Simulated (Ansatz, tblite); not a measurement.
Cost and result up the ladder for Cu(PH3)(SiH3) (CuSiPH6) (9 atoms). Total charge 0; singlet. Geometry: B3LYP-D4/def2-SVP.

```tsv
atom	x (Å)	y (Å)	z (Å)
Cu1	-0.0194	-0.0152	-0.0007
P2	1.3262	1.5336	1.0086
H3	1.4357	2.8362	0.4528
H4	2.7156	1.2717	1.1461
H5	1.0758	1.9238	2.3514
Si6	-1.3619	-1.5720	-1.0301
H7	-2.8280	-1.2275	-1.0304
H8	-1.3061	-2.9457	-0.4154
H9	-1.0378	-1.8047	-2.4823
```

Ansatz on 4 threads of Arm Neoverse V2 on a shared host; xTB runs through tblite on one thread. Times are rough, summed over both states, and most runs start from the orbitals of an earlier one. PBE0-D4/def2-TZVP serves as the yardstick here, not as an exact answer. The other state is a triplet.

The xTB rows come from tblite.

xTB has no spin-polarisation term.

| level | functions | vertical triplet (eV) | difference from PBE0-D4/def2-TZVP (eV) |
| --- | --- | --- | --- |
| GFN2-xTB | 33 | 3.33 | -0.53 |
| GFN1-xTB | 39 | 3.56 | -0.30 |
| PBE0-D4/def2-TZVP (with forces) | 155 | 3.86 | 0.00 |
| PBE-D4/def2-TZVP | 155 | 3.77 | -0.08 |
| r2SCAN-D4/def2-TZVP | 155 | 3.66 | -0.19 |

(1) Estimate how long each takes.

Answers

(1) GFN1-xTB 0.011 s; GFN2-xTB 0.011 s; PBE-D4/def2-TZVP 8.8 s; PBE0-D4/def2-TZVP (with forces) 18 s; r2SCAN-D4/def2-TZVP 19 s. On shared hardware such times vary by a factor of up to 3.
